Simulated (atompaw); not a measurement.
u(r) = r·R(r): atom against pseudo-atom (niobium (Nb))

Columns: radius, all-electron u(r) and pseudo u(r) of the 5p shell (level -1.27 eV) of niobium in the configuration [Kr] 4d4 5s0.75 5p0.25; PBEsol, scalar-relativistic, PAW (atompaw) scheme, atompaw 4.2.0.5.

| r (bohr) | all-electron | pseudo |
| --- | --- | --- |
| 0.115 | -0.0527 | 0.0004 |
| 0.231 | 0.0701 | 0.0015 |
| 0.346 | 0.1043 | 0.0035 |
| 0.462 | 0.0495 | 0.0064 |
| 0.577 | -0.0330 | 0.0104 |
| 0.692 | -0.1063 | 0.0156 |
| 0.808 | -0.1560 | 0.0222 |
| 0.923 | -0.1792 | 0.0302 |
| 1.038 | -0.1794 | 0.0399 |
| 1.154 | -0.1615 | 0.0515 |
| 1.269 | -0.1311 | 0.0649 |
| 1.385 | -0.0922 | 0.0802 |
| 1.500 | -0.0490 | 0.0974 |
| 1.615 | -0.0037 | 0.1163 |
| 1.731 | 0.0421 | 0.1371 |
| 1.846 | 0.0864 | 0.1591 |
| 1.962 | 0.1292 | 0.1826 |
| 2.077 | 0.1691 | 0.2068 |
| 2.192 | 0.2062 | 0.2315 |
| 2.308 | 0.2408 | 0.2566 |
| 2.423 | 0.2721 | 0.2812 |
| 2.538 | 0.3006 | 0.3052 |
| 2.654 | 0.3264 | 0.3284 |
| 2.769 | 0.3494 | 0.3501 |
| 2.885 | 0.3700 | 0.3701 |
| 3.000 | 0.3880 | 0.3880 |

(1) How many radial nodes do the two functions have?

(2) Is the pseudo-wave norm-conserving?

Answers

(1) The all-electron 5p function has n − l − 1 = 3; the pseudo-wave has 0, since the states of the same l below it are removed with the core.

(2) No, it belongs to a PAW set: the norm inside the radius is not constrained, and the difference is carried by the augmentation charge.
